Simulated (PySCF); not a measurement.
These compounds are isomers of formula C₆H₁₀OSi.

A. SMILES [SiH2]1/C(=C\C2COC2)C1
B. `C=CCO[SiH2]C#CC`
C. `InChI=1S/C6H10OSi/c1-3-4-6(5-7)8-2/h3H,1,4,8H2,2H3`

Spectrum 1. 1H NMR (300 MHz, computed): δ 6.45 (m, 1H), 5.45 (m, 1H), 5.37 (m, 1H), 4.99 (s, 2H), 4.43 (d, 2H), 2.09 (s, 3H). 13C{1H} NMR (computed): δ 148.4 (CH), 120.8 (CH2), 113.2 (C), 84.5 (C), 70.1 (CH2), 5.9 (CH3).

Spectrum 2. 1H NMR (300 MHz, computed): δ 6.10 (m, 1H), 5.40 (m, 1H), 5.24 (m, 1H), 4.65 (q, 2H), 2.86 (d, 2H), 0.39 (t, 3H). 13C{1H} NMR (computed): δ 184.7 (C), 150.7 (CH), 121.2 (CH2), 34.2 (CH2), 8.8 (C), -1.5 (CH3).

Spectrum 3. 1H NMR (300 MHz, computed): δ 7.47 (d, 1H), 5.00 (m, 2H), 4.77 (m, 2H), 3.79 (m, 1H), 3.15 (m, 2H), 1.20 (m, 2H). 13C{1H} NMR (computed): δ 149.4 (CH), 135.6 (C), 78.7 (CH2), 46.9 (CH), 1.6 (CH2).

[PySCF: σ from GIAO-PBE0/pcSseg-1; geometry from GFN2-xTB; one computed conformer; in vacuum; fast rotation and ring inversion assumed for equivalent nuclei; non-relativistic]

Chemical shifts δ = σref − σ; 1H and 13C vs TMS, all at this level. Where no couplings were computed, multiplicities follow the n + 1 count of equivalent neighbours, and m marks all less simple cases (inequivalent or close neighbours, rings, F or P nearby). Shifts are as computed. Against solution values, carbons near 30 ppm lie about +3 ppm off and those near 130 ppm about +5 ppm. Of 1309 compounds with measured shifts, 239 miss one by over three times the rms of a fit or turn the order of signals round; such compounds aren't used in these exercises.

Task: Which spectrum belongs to which compound?

Result: 1–B, 2–C, 3–A.

- Spectrum 1 (B): 6 13C signals; δC 148.4 is an alkene CH; δC 120.8 is a terminal =CH2 carbon.
- Spectrum 2 (C): 6 13C signals; δC 150.7 is an alkene CH; δC 121.2 is a terminal =CH2 carbon.
- Spectrum 3 (A): 5 13C signals; δC 149.4 is an alkene CH; δC 135.6 is a fully substituted alkene carbon.
